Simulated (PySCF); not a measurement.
Cost of one run: shielding job, `Cl[Si@@H]1CC[SiH2]P1`.

Method: GIAO PBE0/pcSseg-1 NMR shielding, non-relativistic, gas phase (PySCF 2.14.0, density-fitted response routines). Geometry: GFN2-xTB. Work: shieldings, charges and field gradients, density fitting. A driver script takes a list of jobs; this job's settings line and coordinates (Å) are shown.

Input:
```
{"job": {"kind": "nmr", "xc": "PBE0", "basis": "pcSseg-1"}, "charge": 0, "multiplicity": 1}
Cl     0.613412    -3.083074    -1.333471
Si     0.390924    -1.632793     0.051296
C     -1.129048    -0.551304    -0.391494
C     -0.991816     0.849145     0.201554
Si     0.751602     1.564296    -0.149272
P      2.127824    -0.205253     0.008542
H      0.220004    -2.281910     1.354413
H     -1.198535    -0.475007    -1.479350
H     -2.055517    -1.018312    -0.054091
H     -1.148620     0.797598     1.281427
H     -1.768621     1.503860    -0.194623
H      1.099453     2.606327     0.817687
H      0.839104     2.078808    -1.518660
H      2.249156    -0.152853     1.383879
```

Hardware: x86-64 server, one thread, no GPU, on a shared host.

Question: How large is the basis?

Answer: 170 functions for 80 electrons, with 978 fitting functions; the fitted three-index integrals, 978 × 170 × 171/2 numbers of 8 bytes, come to 110 MiB.

Question: How long does the run take?

Answer: About 30 s. The SCF took 12 cycles.

Question: At this speed, how long would 500 such jobs take on 32 cores, one job a core?

Answer: 500/32 gives 16 rounds of 30 s, about 8.0 min of wall time and 4.2 core-hours, if the jobs don't slow each other.

The SCF part of the output:
```
coarse grid: 13632 points
cycle   1  E = -1460.8797324342  dE =  4.851e-01  |g| = 3.985e-01  |ddm| = 3.456e+00
cycle   2  E = -1460.8670282279  dE =  1.270e-02  |g| = 4.606e-01  |ddm| = 8.846e-01
cycle   3  E = -1460.9218817793  dE = -5.485e-02  |g| = 4.218e-02  |ddm| = 4.902e-01
cycle   4  E = -1460.9222663179  dE = -3.845e-04  |g| = 2.281e-02  |ddm| = 8.678e-02
cycle   5  E = -1460.9224060680  dE = -1.398e-04  |g| = 3.520e-03  |ddm| = 3.448e-02
cycle   6  E = -1460.9224090450  dE = -2.977e-06  |g| = 1.459e-03  |ddm| = 6.538e-03
final grid: 112920 points
cycle   7  E = -1460.9556192550  dE = -2.492e-05  |g| = 6.310e-03  |ddm| = 2.383e-02
cycle   8  E = -1460.9556121772  dE =  7.078e-06  |g| = 7.856e-03  |ddm| = 1.372e-02
cycle   9  E = -1460.9556286596  dE = -1.648e-05  |g| = 6.606e-04  |ddm| = 8.527e-03
cycle  10  E = -1460.9556287559  dE = -9.622e-08  |g| = 1.847e-04  |ddm| = 9.980e-04
cycle  11  E = -1460.9556287652  dE = -9.361e-09  |g| = 3.731e-05  |ddm| = 2.772e-04
cycle  12  E = -1460.9556287656  dE = -3.461e-10  |g| = 8.289e-06  |ddm| = 5.468e-05
converged SCF energy = -1460.9556287656
```

On the final grid dE counts from the start density on that grid.

The host was shared with other jobs, so the times are rough.
